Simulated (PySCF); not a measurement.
## Dipole response of Ir⁻ (iridium, charge -1)

[Xe] 4f14 5d8 6s2, high-spin 3F determinant. All numbers are calculated (PySCF 2.14, a scalar-relativistic core potential, in aug-cc-pVTZ-PP with ECP60MDF). Coupled (time-dependent) response in atomic units; α is the mean over directions.

```json
{"method": "BHandHLYP", "mean α (bohr³)": "163.2", "C₆ (like pair)": "2337", "S(−4)": "20140"}
```

S(−4) is the Cauchy moment in α(ω) = α(0) + S(−4) ω² + …

Spin-orbit coupling is absent.

α(iu) at BHandHLYP:

| u (hartree) | α(iu) (bohr³) |
| --- | --- |
| 0 | 163.2 |
| 0.0500 | 128.2 |
| 0.100 | 86.58 |
| 0.200 | 46.22 |
| 0.300 | 30.03 |
| 0.500 | 17.08 |
| 0.750 | 10.67 |
| 1.00 | 7.475 |
| 1.50 | 4.360 |
| 2.00 | 2.888 |
| 3.00 | 1.543 |
| 5.00 | 0.6473 |

For an ion, C₆ is the dispersion term alone; charge-induced terms of lower order in 1/R come first.

Energies and moments cover only the electrons outside the core potential. Spin-orbit coupling, absent here, splits the open shell strongly.
